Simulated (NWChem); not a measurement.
Isomers of C3H7NSi, each optimised at B3LYP/6-31G* with NWChem, gas phase unless a solvent is named. Flexible species stand in one conformer each, which need not be the lowest. Pople sets run with spherical d functions. Relative energies count from the lowest isomer at each level and are electronic, without zero-point energy, on those geometries.

A: CN1C=C[SiH2]1
B: C=C/C=N/[SiH3]
C: [SiH3]C1=NCC1
D: [SiH3][C@H](C#N)C

```
quantity                                               A     B     C     D
--------------------------------------------------  ----  ----  ----  ----
relative energy, PBE/def2-TZVP (kcal/mol)           10.9   8.5  26.8   0.0
relative energy, Hartree-Fock/def2-TZVP (kcal/mol)  21.2  10.1  36.7   0.0
dipole (D), B3LYP/6-31G*                            0.86  1.61  2.16  3.87
orbital gap (eV), B3LYP/6-31G*                      5.57  5.07  6.23  8.44
```
